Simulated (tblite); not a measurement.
A geometry optimisation, step by step.

Compound: C3H7BCl2OSi.
Numbering: `[Cl:1][B:2]([Cl:3])[C@@H:4]1[CH2:5][CH2:6][SiH2:7][O:8]1` (hydrogens: H9 on C4; H10, H11 on C5; H12, H13 on C6; H14, H15 on Si7)

Computed with GFN2-xTB (tblite), gas phase: L-BFGS steps from a force-field or distance-geometry start until the largest atomic force falls under 0.01 eV/Å. 11 of its 115 geometries are shown.

Step 0: E = -712.6444 eV, largest atomic force 3.532 eV/Å
```
atom  x, y, z in Å  |  force x, y, z in eV/Å
Cl1    -3.086    2.019    0.505    1.155  -1.593   0.118
B2     -2.021    0.532    0.283   -2.685   0.455  -0.966
Cl3    -2.948   -1.048   -0.003    0.275   1.656   0.731
C4     -0.606    0.619   -0.444   -1.950   0.141   0.258
C5     -0.056   -0.752   -0.531    0.371  -3.027  -1.781
C6      0.942   -1.018    0.541    0.950   0.695   1.385
Si7     1.688    0.716    0.594   -0.242   0.835   0.050
O8      0.268    1.515    0.108    2.586   0.015   0.895
H9     -0.832    0.959   -1.473   -0.156   0.106   0.061
H10     0.436   -0.851   -1.530   -0.121  -0.146   0.603
H11    -0.829   -1.560   -0.469    0.569   0.755  -0.452
H12     1.692   -1.784    0.300   -0.747   0.053   0.276
H13     0.462   -1.166    1.544    0.305  -0.463  -0.967
H14     2.757    0.748   -0.411   -0.098   0.281   0.001
H15     2.129    1.079    1.940   -0.213   0.237  -0.212
```

Step 11: E = -713.6111 eV, largest atomic force 0.274 eV/Å
```
atom  x, y, z in Å  |  force x, y, z in eV/Å
Cl1    -2.969    2.006    0.625    0.250   0.036   0.026
B2     -2.160    0.578    0.156    0.205  -0.101  -0.066
Cl3    -3.108   -0.869    0.163    0.156   0.115   0.004
C4     -0.649    0.559   -0.475   -0.021  -0.125   0.080
C5     -0.011   -0.860   -0.597   -0.065   0.151   0.042
C6      0.984   -1.032    0.553   -0.029   0.095  -0.066
Si7     1.707    0.729    0.620   -0.097   0.039  -0.032
O8      0.286    1.424    0.175   -0.176  -0.166  -0.128
H9     -0.789    0.980   -1.494    0.093  -0.165   0.160
H10     0.530   -0.922   -1.544   -0.044   0.023   0.034
H11    -0.780   -1.634   -0.589    0.017   0.049  -0.044
H12     1.678   -1.847    0.357   -0.071   0.059  -0.012
H13     0.452   -1.258    1.479    0.026  -0.030  -0.065
H14     2.755    0.909   -0.404   -0.144   0.010   0.142
H15     2.071    1.246    1.931   -0.098   0.010  -0.076
```

Step 23: E = -713.6875 eV, largest atomic force 0.180 eV/Å
```
atom  x, y, z in Å  |  force x, y, z in eV/Å
Cl1    -2.680    2.074    0.724   -0.079  -0.066   0.077
B2     -2.118    0.565    0.158    0.083   0.094   0.028
Cl3    -3.122   -0.819    0.228   -0.057   0.045   0.029
C4     -0.663    0.507   -0.520    0.086  -0.056  -0.020
C5     -0.003   -0.883   -0.622    0.065  -0.163  -0.040
C6      0.975   -1.037    0.544   -0.021   0.001  -0.011
Si7     1.639    0.747    0.651   -0.108   0.011  -0.031
O8      0.227    1.395    0.141    0.054   0.142  -0.076
H9     -0.782    0.896   -1.547   -0.016   0.012   0.016
H10     0.551   -0.936   -1.560    0.050   0.001  -0.004
H11    -0.758   -1.668   -0.640   -0.038  -0.022   0.033
H12     1.694   -1.828    0.342   -0.018   0.066   0.009
H13     0.433   -1.309    1.452    0.027   0.021  -0.035
H14     2.683    0.976   -0.353    0.036  -0.017   0.078
H15     1.919    1.326    1.956   -0.066  -0.068  -0.054
```

Step 34: E = -713.7614 eV, largest atomic force 0.257 eV/Å
```
atom  x, y, z in Å  |  force x, y, z in eV/Å
Cl1    -2.317    2.054    1.074    0.063  -0.005   0.009
B2     -1.998    0.601    0.236   -0.035  -0.017  -0.017
Cl3    -3.147   -0.663    0.344    0.005  -0.091  -0.055
C4     -0.671    0.463   -0.657    0.086  -0.018   0.001
C5      0.005   -0.928   -0.671    0.024  -0.032  -0.036
C6      0.946   -1.004    0.524    0.024   0.042   0.020
Si7     1.519    0.809    0.653    0.068  -0.004   0.000
O8      0.283    1.424   -0.223    0.107  -0.098  -0.079
H9     -0.902    0.707   -1.706   -0.122   0.125   0.066
H10     0.592   -1.022   -1.580    0.125   0.127  -0.185
H11    -0.737   -1.720   -0.700   -0.180  -0.076   0.163
H12     1.764   -1.697    0.341   -0.116  -0.099   0.018
H13     0.406   -1.346    1.405    0.039   0.037   0.066
H14     2.750    1.027   -0.115   -0.084   0.062   0.143
H15     1.505    1.303    2.029   -0.004   0.048  -0.113
```

Step 46: E = -713.8092 eV, largest atomic force 0.075 eV/Å
```
atom  x, y, z in Å  |  force x, y, z in eV/Å
Cl1    -2.066    2.001    1.242    0.010  -0.021   0.036
B2     -1.910    0.598    0.285    0.017  -0.002  -0.014
Cl3    -3.128   -0.606    0.358    0.001  -0.017  -0.020
C4     -0.661    0.438   -0.711   -0.009  -0.013   0.010
C5      0.001   -0.957   -0.705   -0.008  -0.011  -0.043
C6      0.932   -1.001    0.507   -0.064  -0.032  -0.024
Si7     1.472    0.828    0.642    0.006  -0.026  -0.030
O8      0.354    1.383   -0.415    0.010  -0.034   0.019
H9     -1.010    0.662   -1.733    0.053  -0.001   0.025
H10     0.598   -1.048   -1.614   -0.003  -0.001  -0.006
H11    -0.748   -1.751   -0.704    0.011   0.062   0.039
H12     1.730   -1.723    0.348    0.010   0.046   0.021
H13     0.383   -1.323    1.392   -0.018   0.033   0.024
H14     2.774    1.140    0.078    0.020   0.013  -0.054
H15     1.275    1.365    1.985   -0.035   0.004   0.018
```

Step 57: E = -713.8148 eV, largest atomic force 0.055 eV/Å
```
atom  x, y, z in Å  |  force x, y, z in eV/Å
Cl1    -2.024    1.951    1.309    0.016  -0.036   0.005
B2     -1.891    0.591    0.287   -0.013   0.018   0.001
Cl3    -3.115   -0.611    0.327   -0.007   0.011  -0.016
C4     -0.652    0.444   -0.722    0.001  -0.002  -0.015
C5     -0.004   -0.958   -0.706    0.020   0.008  -0.005
C6      0.923   -0.994    0.508   -0.017   0.009   0.018
Si7     1.475    0.832    0.631   -0.028  -0.029   0.038
O8      0.369    1.383   -0.438   -0.010   0.021   0.010
H9     -0.993    0.666   -1.744   -0.032  -0.012  -0.012
H10     0.586   -1.065   -1.615    0.021  -0.021  -0.020
H11    -0.768   -1.735   -0.689    0.025  -0.003   0.006
H12     1.722   -1.720    0.376   -0.037   0.016  -0.020
H13     0.361   -1.291    1.394    0.003   0.003   0.025
H14     2.774    1.153    0.066    0.023   0.003  -0.016
H15     1.233    1.363    1.971    0.038   0.017   0.002
```

Step 68: E = -713.8219 eV, largest atomic force 0.078 eV/Å
```
atom  x, y, z in Å  |  force x, y, z in eV/Å
Cl1    -1.965    1.818    1.430    0.020  -0.032  -0.019
B2     -1.889    0.565    0.274   -0.057   0.044   0.031
Cl3    -3.150   -0.599    0.220   -0.006   0.025  -0.027
C4     -0.653    0.451   -0.742   -0.011  -0.008   0.022
C5     -0.007   -0.952   -0.700    0.017   0.021   0.002
C6      0.896   -0.970    0.529    0.013  -0.001   0.006
Si7     1.477    0.848    0.618    0.052  -0.012   0.024
O8      0.361    1.393   -0.443   -0.030   0.040  -0.004
H9     -0.982    0.670   -1.768   -0.019  -0.028   0.015
H10     0.604   -1.085   -1.592   -0.005   0.027  -0.068
H11    -0.771   -1.729   -0.677    0.000  -0.017  -0.025
H12     1.680   -1.713    0.412    0.019  -0.015   0.072
H13     0.316   -1.232    1.414    0.026  -0.027   0.021
H14     2.769    1.143    0.019    0.008  -0.021  -0.012
H15     1.309    1.401    1.961   -0.027   0.007  -0.039
```

Step 80: E = -713.8358 eV, largest atomic force 0.086 eV/Å
```
atom  x, y, z in Å  |  force x, y, z in eV/Å
Cl1    -1.851    1.557    1.632   -0.001  -0.029  -0.012
B2     -1.900    0.524    0.276   -0.004   0.046   0.013
Cl3    -3.277   -0.461    0.013   -0.037  -0.018  -0.009
C4     -0.665    0.440   -0.743    0.020  -0.005   0.034
C5      0.015   -0.949   -0.690   -0.002  -0.005   0.012
C6      0.880   -0.940    0.569   -0.028  -0.017  -0.011
Si7     1.483    0.871    0.586    0.045  -0.029  -0.067
O8      0.330    1.402   -0.444    0.006   0.030  -0.035
H9     -1.006    0.639   -1.770    0.044  -0.003   0.033
H10     0.648   -1.050   -1.573   -0.003  -0.009   0.037
H11    -0.730   -1.746   -0.698    0.024   0.003   0.000
H12     1.656   -1.700    0.530   -0.022   0.010  -0.043
H13     0.261   -1.153    1.441    0.019   0.001   0.008
H14     2.770    1.072   -0.071   -0.031   0.001   0.004
H15     1.381    1.500    1.895   -0.029   0.024   0.035
```

Step 91: E = -713.8384 eV, largest atomic force 0.026 eV/Å
```
atom  x, y, z in Å  |  force x, y, z in eV/Å
Cl1    -1.823    1.479    1.679   -0.004  -0.008  -0.006
B2     -1.902    0.523    0.271   -0.026  -0.002   0.004
Cl3    -3.309   -0.413   -0.036    0.015   0.020  -0.006
C4     -0.665    0.442   -0.744   -0.002  -0.004   0.008
C5      0.012   -0.948   -0.677    0.005  -0.001   0.000
C6      0.877   -0.935    0.580    0.011   0.001  -0.007
Si7     1.485    0.876    0.576    0.000  -0.003   0.022
O8      0.330    1.405   -0.454    0.002   0.001   0.003
H9     -0.996    0.633   -1.774   -0.004  -0.011  -0.001
H10     0.654   -1.050   -1.554   -0.007  -0.018  -0.012
H11    -0.728   -1.748   -0.689   -0.006   0.004   0.013
H12     1.652   -1.695    0.529    0.012   0.000  -0.008
H13     0.271   -1.148    1.461   -0.002   0.013  -0.017
H14     2.767    1.065   -0.090   -0.005   0.006   0.010
H15     1.371    1.520    1.879    0.010   0.002  -0.005
```

Step 103: E = -713.8407 eV, largest atomic force 0.019 eV/Å
```
atom  x, y, z in Å  |  force x, y, z in eV/Å
Cl1    -1.789    1.342    1.742    0.003   0.011   0.008
B2     -1.911    0.519    0.257   -0.012   0.008  -0.007
Cl3    -3.368   -0.297   -0.140    0.000   0.003  -0.007
C4     -0.665    0.439   -0.748   -0.001  -0.012   0.006
C5      0.005   -0.956   -0.658    0.005  -0.002   0.000
C6      0.892   -0.926    0.584   -0.002  -0.004  -0.006
Si7     1.485    0.889    0.575    0.003   0.003  -0.011
O8      0.326    1.404   -0.459   -0.007  -0.001   0.004
H9     -0.984    0.615   -1.784   -0.006   0.004   0.002
H10     0.626   -1.087   -1.546    0.006  -0.003   0.006
H11    -0.743   -1.748   -0.636    0.008   0.000   0.002
H12     1.676   -1.676    0.520    0.008   0.000  -0.004
H13     0.304   -1.147    1.474   -0.002   0.007   0.007
H14     2.767    1.082   -0.094   -0.004   0.005   0.005
H15     1.376    1.554    1.868    0.000  -0.019  -0.004
```

Step 114: E = -713.8412 eV, largest atomic force 0.008 eV/Å
```
atom  x, y, z in Å  |  force x, y, z in eV/Å
Cl1    -1.800    1.365    1.732   -0.003   0.000   0.004
B2     -1.917    0.525    0.255    0.001   0.004  -0.005
Cl3    -3.375   -0.287   -0.145    0.001   0.001   0.002
C4     -0.667    0.434   -0.744    0.003   0.002   0.000
C5      0.005   -0.959   -0.656    0.000  -0.002  -0.001
C6      0.901   -0.929    0.579   -0.001  -0.002  -0.002
Si7     1.486    0.888    0.574   -0.003  -0.001  -0.007
O8      0.323    1.402   -0.454    0.005  -0.005  -0.001
H9     -0.986    0.612   -1.780    0.002  -0.003   0.003
H10     0.622   -1.093   -1.546   -0.003   0.005   0.000
H11    -0.743   -1.752   -0.627    0.004  -0.001   0.002
H12     1.686   -1.677    0.508    0.000   0.002   0.003
H13     0.320   -1.152    1.474   -0.001  -0.003  -0.002
H14     2.767    1.098   -0.091   -0.008   0.001  -0.001
H15     1.373    1.534    1.876    0.002   0.001   0.005
```

**Question.** Summarise the path.

**Answer.** The energy falls by 115.47 kJ/mol from step 0 to step 114; nine tenths of that is first reached at step 30. It falls at every step. The largest force goes from 3.532 to 0.008 eV/Å. Among the bonds Cl1–B2 changes most, from 1.843 to 1.703 Å; the atoms move by 0.656 Å rms after alignment.

**Question.** Follow the three bonds and two angles with the largest change from start to end.

**Answer.** 
```json
{"step": "0", "E above end (kJ/mol)": "115.47", "largest force (eV/Å)": "3.532", "Cl1–B2 (Å)": "1.843", "B2–Cl3 (Å)": "1.854", "C4–C5 (Å)": "1.479", "C6–Si7–H14 (°)": "106.8", "O8–Si7–H14 (°)": "113.7"}
{"step": "5", "E above end (kJ/mol)": "34.42", "largest force (eV/Å)": "0.536", "Cl1–B2 (Å)": "1.689", "B2–Cl3 (Å)": "1.707", "C4–C5 (Å)": "1.533", "C6–Si7–H14 (°)": "106.8", "O8–Si7–H14 (°)": "113.0"}
{"step": "10", "E above end (kJ/mol)": "23.52", "largest force (eV/Å)": "0.375", "Cl1–B2 (Å)": "1.713", "B2–Cl3 (Å)": "1.738", "C4–C5 (Å)": "1.560", "C6–Si7–H14 (°)": "110.3", "O8–Si7–H14 (°)": "112.2"}
{"step": "15", "E above end (kJ/mol)": "18.48", "largest force (eV/Å)": "0.250", "Cl1–B2 (Å)": "1.712", "B2–Cl3 (Å)": "1.712", "C4–C5 (Å)": "1.545", "C6–Si7–H14 (°)": "112.4", "O8–Si7–H14 (°)": "112.1"}
{"step": "20", "E above end (kJ/mol)": "15.94", "largest force (eV/Å)": "0.202", "Cl1–B2 (Å)": "1.702", "B2–Cl3 (Å)": "1.714", "C4–C5 (Å)": "1.549", "C6–Si7–H14 (°)": "111.5", "O8–Si7–H14 (°)": "111.2"}
{"step": "25", "E above end (kJ/mol)": "13.95", "largest force (eV/Å)": "0.248", "Cl1–B2 (Å)": "1.708", "B2–Cl3 (Å)": "1.719", "C4–C5 (Å)": "1.542", "C6–Si7–H14 (°)": "110.2", "O8–Si7–H14 (°)": "108.8"}
{"step": "30", "E above end (kJ/mol)": "11.09", "largest force (eV/Å)": "0.242", "Cl1–B2 (Å)": "1.707", "B2–Cl3 (Å)": "1.707", "C4–C5 (Å)": "1.550", "C6–Si7–H14 (°)": "109.0", "O8–Si7–H14 (°)": "107.0"}
{"step": "35", "E above end (kJ/mol)": "7.06", "largest force (eV/Å)": "0.256", "Cl1–B2 (Å)": "1.700", "B2–Cl3 (Å)": "1.719", "C4–C5 (Å)": "1.545", "C6–Si7–H14 (°)": "111.6", "O8–Si7–H14 (°)": "107.7"}
{"step": "40", "E above end (kJ/mol)": "4.44", "largest force (eV/Å)": "0.189", "Cl1–B2 (Å)": "1.714", "B2–Cl3 (Å)": "1.710", "C4–C5 (Å)": "1.543", "C6–Si7–H14 (°)": "114.3", "O8–Si7–H14 (°)": "107.6"}
{"step": "45", "E above end (kJ/mol)": "3.18", "largest force (eV/Å)": "0.071", "Cl1–B2 (Å)": "1.705", "B2–Cl3 (Å)": "1.716", "C4–C5 (Å)": "1.544", "C6–Si7–H14 (°)": "115.4", "O8–Si7–H14 (°)": "106.7"}
{"step": "50", "E above end (kJ/mol)": "2.83", "largest force (eV/Å)": "0.054", "Cl1–B2 (Å)": "1.706", "B2–Cl3 (Å)": "1.716", "C4–C5 (Å)": "1.543", "C6–Si7–H14 (°)": "116.0", "O8–Si7–H14 (°)": "106.2"}
{"step": "55", "E above end (kJ/mol)": "2.63", "largest force (eV/Å)": "0.055", "Cl1–B2 (Å)": "1.706", "B2–Cl3 (Å)": "1.714", "C4–C5 (Å)": "1.544", "C6–Si7–H14 (°)": "116.4", "O8–Si7–H14 (°)": "106.0"}
{"step": "59", "E above end (kJ/mol)": "2.44", "largest force (eV/Å)": "0.070", "Cl1–B2 (Å)": "1.706", "B2–Cl3 (Å)": "1.717", "C4–C5 (Å)": "1.545", "C6–Si7–H14 (°)": "116.2", "O8–Si7–H14 (°)": "105.9"}
{"step": "64", "E above end (kJ/mol)": "2.18", "largest force (eV/Å)": "0.084", "Cl1–B2 (Å)": "1.705", "B2–Cl3 (Å)": "1.714", "C4–C5 (Å)": "1.545", "C6–Si7–H14 (°)": "117.1", "O8–Si7–H14 (°)": "105.8"}
{"step": "69", "E above end (kJ/mol)": "1.76", "largest force (eV/Å)": "0.105", "Cl1–B2 (Å)": "1.705", "B2–Cl3 (Å)": "1.717", "C4–C5 (Å)": "1.546", "C6–Si7–H14 (°)": "115.9", "O8–Si7–H14 (°)": "105.7"}
{"step": "74", "E above end (kJ/mol)": "1.08", "largest force (eV/Å)": "0.099", "Cl1–B2 (Å)": "1.701", "B2–Cl3 (Å)": "1.718", "C4–C5 (Å)": "1.547", "C6–Si7–H14 (°)": "116.3", "O8–Si7–H14 (°)": "106.7"}
{"step": "79", "E above end (kJ/mol)": "0.60", "largest force (eV/Å)": "0.114", "Cl1–B2 (Å)": "1.705", "B2–Cl3 (Å)": "1.712", "C4–C5 (Å)": "1.548", "C6–Si7–H14 (°)": "113.9", "O8–Si7–H14 (°)": "107.1"}
{"step": "84", "E above end (kJ/mol)": "0.35", "largest force (eV/Å)": "0.030", "Cl1–B2 (Å)": "1.703", "B2–Cl3 (Å)": "1.716", "C4–C5 (Å)": "1.547", "C6–Si7–H14 (°)": "113.7", "O8–Si7–H14 (°)": "107.1"}
{"step": "89", "E above end (kJ/mol)": "0.28", "largest force (eV/Å)": "0.030", "Cl1–B2 (Å)": "1.704", "B2–Cl3 (Å)": "1.716", "C4–C5 (Å)": "1.547", "C6–Si7–H14 (°)": "113.8", "O8–Si7–H14 (°)": "107.0"}
{"step": "94", "E above end (kJ/mol)": "0.20", "largest force (eV/Å)": "0.043", "Cl1–B2 (Å)": "1.703", "B2–Cl3 (Å)": "1.717", "C4–C5 (Å)": "1.549", "C6–Si7–H14 (°)": "113.8", "O8–Si7–H14 (°)": "106.8"}
{"step": "99", "E above end (kJ/mol)": "0.09", "largest force (eV/Å)": "0.033", "Cl1–B2 (Å)": "1.702", "B2–Cl3 (Å)": "1.715", "C4–C5 (Å)": "1.549", "C6–Si7–H14 (°)": "113.3", "O8–Si7–H14 (°)": "107.1"}
{"step": "104", "E above end (kJ/mol)": "0.04", "largest force (eV/Å)": "0.021", "Cl1–B2 (Å)": "1.703", "B2–Cl3 (Å)": "1.716", "C4–C5 (Å)": "1.550", "C6–Si7–H14 (°)": "113.6", "O8–Si7–H14 (°)": "107.0"}
{"step": "109", "E above end (kJ/mol)": "0.01", "largest force (eV/Å)": "0.014", "Cl1–B2 (Å)": "1.703", "B2–Cl3 (Å)": "1.716", "C4–C5 (Å)": "1.550", "C6–Si7–H14 (°)": "113.7", "O8–Si7–H14 (°)": "107.2"}
{"step": "114", "E above end (kJ/mol)": "0.00", "largest force (eV/Å)": "0.008", "Cl1–B2 (Å)": "1.703", "B2–Cl3 (Å)": "1.716", "C4–C5 (Å)": "1.550", "C6–Si7–H14 (°)": "114.1", "O8–Si7–H14 (°)": "107.0"}
```

The cost below is that of the whole relaxation. Time: 1.8 s wall. Hardware: one thread, Arm Neoverse N1 (aarch64), shared host with 64 logical CPUs at a one-minute load of 58.
